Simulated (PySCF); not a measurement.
## Worked example: dipole moment from atomic charges

B(F)2(OH) (BF₂HO), SMILES FB(O)F. Atoms are numbered in the order given.

```xyz
5

B     -0.0153     0.0161     0.0000
F      1.3040     0.2023     0.0000
F     -0.7972     1.0818     0.0000
O     -0.5693    -1.2131     0.0000
H      0.0703    -1.9325     0.0000
```

Geometry optimised at B3LYP-D3(BJ)/def2-TZVP. One conformer was computed; it need not be the lowest.

Charges (e) from r2SCAN/def2-TZVPD in PySCF:

```csv
atom,IAO,ESP fit
B1,0.856,0.793
F2,-0.346,-0.317
F3,-0.332,-0.262
O4,-0.572,-0.628
H5,0.393,0.414
```

The dipole moment of the full density is 1.95 D.

Problem. What dipole moment does each set of point charges give, and which comes closer to that of the density?

Solution. 
μ = Σ q r, and 1 e Å = 4.8032 D.
IAO: Σ q r = (0.154, -0.481, 0.000) e Å, |μ| = 2.43 D.
ESP fit: Σ q r = (0.170, -0.373, 0.000) e Å, |μ| = 1.97 D.
ESP fit comes closer in size. Point charges leave out the atoms' own dipoles (lone pairs, polarised bonds); fits to the potential absorb them, partitions of the density don't.
